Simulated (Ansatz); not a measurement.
Consider the ligand exchange at a B–O bond: `OB1CN1` + H–F → `FB1CN1` + H₂O.

Calculated with Ansatz (gas phase, PBE0-D4/def2-TZVP geometries, no zero-point term in ΔE). CBS: MP2 limit from def2 TZ/QZ plus the TZ coupled-cluster correction, frozen cores. This one scheme is used for every species. DFT in def2-TZVPP. One conformer a species, not always the lowest.

| level | ΔE (eV) |
| --- | --- |
| revPBE-D4 | -0.08 |
| r2SCAN0-D4 | -0.10 |
| ωB97X-V | -0.11 |
| CCSD/CBS(def2) | -0.11 |

Problem. What does CCSD(T)/CBS give? (Estimate.)

Solution. Ansatz gave: -0.10 eV. The listed levels differ from it by 0.02, 0.00, -0.01, -0.01 eV.

Largest T1 diagnostic among the species: 0.012.

Leaving LDA and LC-ωPBE aside and taking each functional with its dispersion term where it has one, the values, not all of them listed here, spread over 0.07 eV, from B97M-V to revPBE-D4. LDA lies +0.04 eV from PBE without D4. In def2-TZVPP, CCSD(T) changes the Hartree–Fock value by +0.07 eV (the triples alone add +0.01 eV) and MP2 by +0.09 eV.
